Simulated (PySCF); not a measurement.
**As⁺: excitation energy**

As⁺ [Ar] 3d10 4s2 4p2 (3P) → As⁺ [Ar] 3d10 4s1 4p2 4d1 (high-spin determinant), as a difference of total energies. All numbers are calculated (PySCF 2.14, scalar relativity by spin-free X2C-1e, in aug-cc-pVDZ-DK). Correlated levels: valence: [Ar] 3d10 frozen. The calculations carry no spin-orbit coupling.

| method | excitation energy (eV) |
| --- | --- |
| UHF | 17.584 |
| MP2 (valence) | 18.430 |
| SCS-MP2 (valence) | 18.706 |
| CCSD (valence) | 18.295 |
| CCSD(T) (valence) | 18.238 |
| CCSDT (valence) | 18.230 |

Q: How much does correlation contribute at CCSD(T) (valence)?

A: 18.238 − (17.584) = 0.654 eV, measured against UHF.

A first-order spin-orbit estimate (lowest level to lowest level, LS coupling) adds 0.036 eV.

The promoted electron is Rydberg-like, and one or two diffuse shells describe it only roughly, which tends to raise the upper state.

The coupled-cluster amplitudes are large for the upper state (T1 above 0.03 or a double amplitude above 0.15), so a single reference is strained.

The determinant of the upper state mixes LS terms, which raises its energy above the lowest term, most at the Hartree-Fock and MP2 levels.
